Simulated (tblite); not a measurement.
C6H3Cl2O2 (doublet state).
SMILES with atom numbers: `[CH:1]#[C:2][CH:3][C:4]([C:5](=[O:6])[OH:7])=[C:8]([Cl:9])[Cl:10]` (hydrogens: H11 on C1; H12 on C3; H13 on O7)
Bond orders are those of one Lewis drawing.

Computed with GFN2-xTB (tblite), gas phase: L-BFGS steps from a force-field or distance-geometry start until the largest atomic force falls under 0.01 eV/Å.

The end geometry, which sets the zero of energy:
```
atom  x, y, z in Å
C1      2.8371    0.0787   -0.5526
C2      1.7068   -0.3503   -0.5695
C3      0.4385   -0.8976   -0.6123
C4     -0.6772   -0.3505    0.0177
C5     -0.5224    0.9216    0.7965
O6     -0.9597    1.1110    1.8983
O7      0.1750    1.8365    0.1235
C8     -1.9231   -0.9474   -0.0015
Cl9    -3.2972   -0.2600    0.7334
Cl10   -2.2093   -2.4165   -0.8261
H11     3.8116    0.4663   -0.5363
H12     0.3278   -1.8282   -1.1504
H13     0.2878    2.6369    0.6614
```

Task: These geometries come from the run, each turned onto the end geometry. Order them by energy, lowest first.
A.
```
atom  x, y, z in Å
C1      2.8996   -0.0385   -0.5493
C2      1.7086   -0.2647   -0.6342
C3      0.4318   -0.7601   -0.7409
C4     -0.6792   -0.2995   -0.0296
C5     -0.5822    0.9769    0.7386
O6     -1.1140    1.1645    1.8042
O7      0.1502    1.9180    0.1484
C8     -1.8858   -0.9567    0.0268
Cl9    -3.2364   -0.3763    0.8800
Cl10   -2.1082   -2.5259   -0.6148
H11     3.9307    0.1008   -0.4124
H12     0.3367   -1.6360   -1.3671
H13     0.1440    2.6981    0.7325
```
B.
```
atom  x, y, z in Å
C1      2.8417   -0.3974   -0.3866
C2      1.6848   -0.3651   -0.7366
C3      0.3441   -0.4991   -1.0312
C4     -0.6563   -0.1820   -0.0657
C5     -0.6631    1.1298    0.6397
O6     -1.3741    1.3658    1.5841
O7      0.1650    2.0587    0.1548
C8     -1.6830   -1.0544    0.1978
Cl9    -2.9427   -0.7739    1.3123
Cl10   -1.6790   -2.6202   -0.4877
H11     3.8363   -0.4051   -0.0342
H12     0.0793   -1.1397   -1.8225
H13     0.0427    2.8831    0.6579
```
C.
```
atom  x, y, z in Å
C1      2.8747    0.0282   -0.5740
C2      1.7174   -0.3266   -0.5773
C3      0.4257   -0.8164   -0.6590
C4     -0.6937   -0.3109    0.0003
C5     -0.5566    0.9496    0.7944
O6     -1.0367    1.1247    1.8839
O7      0.1511    1.8761    0.1504
C8     -1.9088   -0.9723    0.0267
Cl9    -3.3048   -0.2987    0.7418
Cl10   -2.1340   -2.4807   -0.7386
H11     3.8968    0.2858   -0.5347
H12     0.3303   -1.7346   -1.2244
H13     0.2344    2.6763    0.6927
```
D.
```
atom  x, y, z in Å
C1      2.9149   -0.1476   -0.4848
C2      1.7184   -0.2561   -0.6895
C3      0.4225   -0.7046   -0.8201
C4     -0.6710   -0.2643   -0.0680
C5     -0.5878    1.0068    0.7279
O6     -1.2068    1.2037    1.7372
O7      0.1365    1.9687    0.1545
C8     -1.8390   -0.9996    0.0803
Cl9    -3.1933   -0.5034    0.9908
Cl10   -2.0727   -2.5510   -0.5348
H11     3.9338   -0.0236   -0.3052
H12     0.2948   -1.4993   -1.5129
H13     0.1453    2.7706    0.7068
```
E.
```
atom  x, y, z in Å
C1      2.8537    0.0564   -0.5741
C2      1.7135   -0.3468   -0.5632
C3      0.4453   -0.8926   -0.5959
C4     -0.6744   -0.3459    0.0255
C5     -0.5339    0.9241    0.8108
O6     -0.9791    1.1012    1.9117
O7      0.1597    1.8486    0.1476
C8     -1.9186   -0.9461   -0.0068
Cl9    -3.3087   -0.2319    0.6722
Cl10   -2.1898   -2.4334   -0.8022
H11     3.8280    0.4427   -0.5974
H12     0.3371   -1.8223   -1.1370
H13     0.2630    2.6465    0.6909
```

Result: E (0.002 eV), C (0.021 eV), A (0.090 eV), D (0.189 eV), B (0.387 eV).

In the order of the answer:

```json
{"step": "65", "E above end (eV)": "0.002", "largest force (eV/Å)": "0.06", "rms force component (eV/Å)": "0.016", "rms distance from end (Å)": "0.035", "rms bond change (Å)": "0.001", "bond most changed (Å)": "C2–C3 -0.001"}
{"step": "51", "E above end (eV)": "0.021", "largest force (eV/Å)": "0.26", "rms force component (eV/Å)": "0.093", "rms distance from end (Å)": "0.091", "rms bond change (Å)": "0.003", "bond most changed (Å)": "C1–H11 +0.006"}
{"step": "44", "E above end (eV)": "0.090", "largest force (eV/Å)": "0.79", "rms force component (eV/Å)": "0.206", "rms distance from end (Å)": "0.198", "rms bond change (Å)": "0.005", "bond most changed (Å)": "C2–C3 -0.008"}
{"step": "41", "E above end (eV)": "0.189", "largest force (eV/Å)": "1.07", "rms force component (eV/Å)": "0.343", "rms distance from end (Å)": "0.301", "rms bond change (Å)": "0.010", "bond most changed (Å)": "C8–Cl10 -0.024"}
{"step": "33", "E above end (eV)": "0.387", "largest force (eV/Å)": "1.16", "rms force component (eV/Å)": "0.299", "rms distance from end (Å)": "0.590", "rms bond change (Å)": "0.013", "bond most changed (Å)": "C3–C4 +0.033"}
```

The cost below is that of the whole relaxation. The run took 0.68 s wall on an Arm Neoverse V2 with one thread, shared host with 32 logical CPUs at a one-minute load of 40.
